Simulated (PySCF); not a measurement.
Shieldings and the share of exact exchange

Molecule: `C[C@@H]1COBO1`, C$_{3}$H$_{7}$BO$_{2}$.

Mapped SMILES: `[CH3:1][C@@H:2]1[CH2:3][O:4][BH:5][O:6]1` (H(Xn): hydrogen on atom n). Ha(C3) is cis to C1 on the ring; Hb(C3) is trans to C1 on the ring.

GIAO shieldings (ppm, equivalent atoms averaged) in PySCF on the PBE0-D3(BJ)/def2-SVP geometry, basis pcSseg-1, gas phase, non-relativistic:

| functional | exact exchange (%) | σ(C2) | σ(C3) | σ(O6) | σ(O4) |
| --- | --- | --- | --- | --- | --- |
| BLYP | 0 | 95.8 | 96.8 | 145.5 | 172.7 |
| BP86 | 0 | 101.5 | 102.3 | 149.8 | 176.7 |
| PBE | 0 | 101.8 | 102.6 | 147.3 | 174.4 |
| B3LYP | 20 | 102.7 | 103.2 | 159.7 | 186.9 |
| PBE0 | 25 | 109.8 | 109.9 | 165.0 | 191.8 |
| mPW1PW91 | 25 | 108.9 | 109.1 | 165.4 | 191.7 |
| HF | 100 | 125.7 | 124.7 | 209.2 | 234.5 |

Task: Fit each shielding as a line in the percentage of exact exchange.

Result: σ(C2) = 100.2 + 0.26 x (rms 2.6 ppm); σ(C3) = 101.0 + 0.24 x (rms 2.4 ppm); σ(O6) = 148.1 + 0.62 x (rms 1.6 ppm); σ(O4) = 175.3 + 0.60 x (rms 1.4 ppm). The functionals also differ in their semilocal parts, which the line can't hold; Hartree–Fock has no correlation at all.

Task: What does the line predict for BHandHLYP (50 %), and what does the run give?

Result: σ(C2): 113.2 predicted, 111.7 computed; σ(C3): 113.0 predicted, 111.6 computed; σ(O6): 179.1 predicted, 179.1 computed; σ(O4): 205.3 predicted, 206.0 computed ppm.
